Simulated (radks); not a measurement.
The germanium ion Ge4+, [Ar] 3d10. Method: non-relativistic Kohn-Sham, exchange-only B88, spin-polarised, spherical densities, point nucleus; computed with a radial shooting solver on a logarithmic mesh with Libxc functionals. Every spin shell is full or empty, so the densities are truly spherical. Functionals are evaluated on that one density, not self-consistently. Rank these orbital-free kinetic functionals by their error against the exact value of the orbitals, and give that value: Thomas-Fermi, von Weizsacker, TF + vW/9, TF + vW/5, revAPBEK, Thakkar, Pearson, DePristo-Kress.

Answer. Exact: 2071.83 hartree. From best to worst, with 100 (|E| - |E exact|)/|E exact| (equal figures are ties): DePristo-Kress -0.15, revAPBEK +0.26, Thakkar -0.53, TF + vW/9 -0.81, Pearson -1.22, TF + vW/5 +3.49, Thomas-Fermi -6.19, von Weizsacker -51.62.
